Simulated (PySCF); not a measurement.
## Calculated data, C2H7AlB, B3H6Si, CH4AlBO

Computed with PySCF 2.14.0. Calculation on a computer-drawn molecule: the log of a Hartree-Fock and frozen-core CCSD(T) single point meant for a local Hartree-Fock minimum, with one planted fault or none, to be diagnosed. Offsets are logged minus clean, where the clean run is the same molecule without the fault. The reference is restricted for singlets and unrestricted otherwise, and also for a bond in bohr or an excited solution. Adding or removing an electron swaps singlet and doublet. The excited solution moves the top pair (singlet) or top alpha electron (doublet) to the lowest empty orbital. Highest occupied and lowest empty are orbital energies over both spins, largest force is the largest gradient component, triples share is (T) over the correlation energy, the T1 limit is 0.02 restricted and 0.045 unrestricted, electrons count all cores, a negative frequency is imaginary (commonest isotopes), and the dipole is about the centre of nuclear charge.

Common to all runs: meant basis cc-pV(D+d)Z; logged SCF converged yes; possible faults no fault, one electron removed, one electron added, multiplicity raised by two, geometry at a saddle point, SCF held on an excited solution, minimal basis STO-3G, one bond length entered in bohr, all coordinates scaled.

(1) C2H7AlB

Logged structure:
```xyz
11
C2H7AlB
C     -1.2260     1.1000    -1.0245
B     -0.5990     0.1730     0.0983
Al     0.8384     0.7451     1.5929
C      2.8017     0.4761     1.5096
H     -1.2152     0.5724    -1.9863
H     -0.7576     2.0767    -1.1616
H     -2.2865     1.2639    -0.7904
H     -1.0872    -0.9302     0.2022
H      3.2206     0.9718     0.6246
H      3.0343    -0.5921     1.4114
H      3.3331     0.8534     2.3875
```

| Quantity | Value |
| --- | --- |
| meant charge | 0 |
| meant multiplicity | 2 |
| logged electrons | 36 |
| logged basis functions | 100 |
| logged spin squared | 0 |
| logged highest occupied | -15.145 eV |
| logged lowest empty | -5.6202 eV |
| logged largest force | 0.046039 hartree/bohr |
| logged T1 diagnostic | 0.01301 |
| logged D1 diagnostic | 0.036221 |
| logged triples share | 0.029013 |
| logged CC converged | yes |
| logged dipole magnitude | 3.5945 debye |
| logged SCF stable within its kind | yes |
| logged energy HF | -346.13409 hartree |
| logged energy CCSD(T) | -346.61897 hartree |
| planted fault | one electron removed |
| HF energy offset from clean run | 147.2 kcal/mol |
| CCSD(T) energy offset from clean run | 152 kcal/mol |

Drawn bonds:
```csv
atom,other atom,order
1,2,1
2,3,1
3,4,1
1,5,1
1,6,1
1,7,1
2,8,1
4,9,1
4,10,1
4,11,1
```

(2) B3H6Si

Logged structure:
```xyz
10
B3H6Si
B     -2.6045     2.3253    -0.0676
B     -2.0213     0.9392     0.6928
B     -1.6654    -0.5397    -0.0024
Si    -2.9411    -2.0846    -0.1491
H     -3.7851     2.5155    -0.1557
H     -1.8479     3.1406    -0.5080
H     -1.8187     0.9945     1.8799
H     -0.5768    -0.7827    -0.4423
H     -3.8172    -2.2895    -1.3086
H     -3.1886    -4.0141     1.8271
```

| Quantity | Value |
| --- | --- |
| meant charge | 1 |
| meant multiplicity | 1 |
| logged electrons | 34 |
| logged basis functions | 95 |
| logged spin squared | 0.8775 |
| logged highest occupied | -15.642 eV |
| logged lowest empty | -5.9335 eV |
| logged largest force | 0.0084169 hartree/bohr |
| logged T1 diagnostic | 0.042495 |
| logged D1 diagnostic | 0.17011 |
| logged triples share | 0.035683 |
| logged CC converged | yes |
| logged dipole magnitude | 4.8285 debye |
| logged SCF stable within its kind | yes |
| logged energy HF | -366.00942 hartree |
| logged energy CCSD(T) | -366.38383 hartree |
| planted fault | one bond length entered in bohr, row 9 of the drawn bonds |
| HF energy offset from clean run | 67.56 kcal/mol |
| CCSD(T) energy offset from clean run | 75.65 kcal/mol |

Drawn bonds:
```csv
atom,other atom,order
1,2,1
2,3,1
3,4,1
1,5,1
1,6,1
2,7,1
3,8,1
4,9,1
4,10,1
```

(3) CH4AlBO

Logged structure:
```xyz
8
CH4AlBO
C     -0.6301    -0.8547     0.4024
B      0.0729    -0.1772    -0.8410
O      0.3692     1.1402    -0.8771
Al     0.7970     2.7806    -1.0566
H      0.0042    -1.6576     0.7969
H     -0.8550    -0.1572     1.2129
H     -1.5618    -1.3396     0.0875
H      0.3615    -0.8570    -1.8016
```

| Quantity | Value |
| --- | --- |
| meant charge | 0 |
| meant multiplicity | 1 |
| logged electrons | 36 |
| logged basis functions | 85 |
| logged spin squared | 0 |
| logged highest occupied | -4.6819 eV |
| logged lowest empty | -3.5925 eV |
| logged largest force | 0.018231 hartree/bohr |
| logged dipole magnitude | 2.6158 debye |
| logged SCF stable within its kind | no |
| logged energy HF | -381.42371 hartree |
| planted fault | ? |

Drawn bonds:
```csv
atom,other atom,order
1,2,1
2,3,1
3,4,1
1,5,1
1,6,1
1,7,1
2,8,1
```

Notes: coupled-cluster numbers left out as unreliable.

## Withheld values
1. Which fault was planted in the run of CH4AlBO (entry 3)?

## Answers
1. SCF held on an excited solution

Further results for CH4AlBO (entry 3):

| Item | Value |
| --- | --- |
| HF energy offset from clean run | 219.1 kcal/mol |
